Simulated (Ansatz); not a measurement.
```yaml
crystal:
  periodic: [false, false, false]
  atoms:
    - {symbol: Al, position_ang: [-1.724181, 0.388631, 0.089268]}
    - {symbol: C, position_ang: [-0.684644, -1.218117, 0.593468]}
    - {symbol: Si, position_ang: [1.081461, -0.651444, 0.734786]}
    - {symbol: Si, position_ang: [1.155178, 0.905026, -1.017108]}
    - {symbol: H, position_ang: [-2.736830, 0.337856, -1.134005]}
    - {symbol: H, position_ang: [-1.748155, 1.594284, 1.126459]}
    - {symbol: H, position_ang: [-0.776247, -1.978182, -0.188794]}
    - {symbol: H, position_ang: [-1.033357, -1.654556, 1.534640]}
    - {symbol: H, position_ang: [2.144609, -1.685951, 0.591935]}
    - {symbol: H, position_ang: [1.318943, 0.089638, 2.003288]}
    - {symbol: H, position_ang: [1.411371, 0.325595, -2.362030]}
    - {symbol: H, position_ang: [-0.307503, 1.344700, -1.098136]}
    - {symbol: H, position_ang: [1.919854, 2.167618, -0.858971]}
basis:
  gaussian: {orbitals: def2-SVPD}
total_charge: 1
magnetization: {spin_polarized: true, initial_magnetization: 1}
hamiltonian: {xc: {name: RPBE}}
scf: {lower_state_search: full}
```

```sh
$ ansatz run in.yaml --threads 4 --pin off --events-out ev --progress --plain --max-ram 10444MiB
```

Output, abridged:

```
Functional definition: RPBE
1430 factors; their error is unknown
mean field evaluation 1: about -23501.8004 eV, gradient 5.1e1 eV
mean field evaluation 2: about -23432.4661 eV, gradient 9.3e1 eV
mean field evaluation 4: about -23512.5978 eV, gradient 1.9e1 eV
mean field evaluation 8: about -23516.3512 eV, gradient 4.8e0 eV
mean field evaluation 16: about -23516.6440 eV, gradient 3.9e-2 eV
mean field -23516.64407266 eV, -864.2207295163 hartree, gradient 5.7e-6 eV, S^2 0.753064; 11 other end points of the search recorded, 0 dependent functions left out
reference -23516.64413360 eV, -864.2207317558 hartree; 28, 27 occupied and 136, 137 virtual orbitals, 1430 factors
Total energy: -23516.64413360 eV, -864.2207317558 hartree
```

It took 16 s on 4 threads of an Arm Neoverse V1 on a shared host, with 0.52 GiB of host memory at the peak.
